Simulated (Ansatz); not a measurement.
Basis-set extrapolation for C$_{2}$H$_{8}$AlNSi, SMILES `C=C[NH][AlH][SiH3]` (PBE0-D4/def2-TZVP geometry, frozen core, the Gaussian-basis code of Ansatz). Multiplicity 1, RHF reference.

|  | def2-TZVPP | def2-QZVPP |
| --- | --- | --- |
| HF | -665.767599 | -665.789886 |
| MP2 correlation | -0.739663 | -0.790063 |
| CCSD(T) correlation | -0.830685 | not run |

Energies in hartree. Use E(X) = E(∞) + A·exp(−7.88·√X) for Hartree–Fock and E(X) = E(∞) + B·X^(−2.97) for correlation, with X = 3 and 4, and add CCSD(T) minus MP2 of the smaller set to the MP2 limit.

What is the CCSD(T) energy at the basis-set limit?

HF limit: -665.789886 + (-0.022287) × 0.13774 = -665.79296. MP2 limit: -0.790063 + (-0.050400) × 0.74074 = -0.82740. Higher-order term: -0.830685 − (-0.739663) = -0.09102. Total: -666.71138 hartree, 3.08 eV below CCSD(T)/def2-TZVPP.
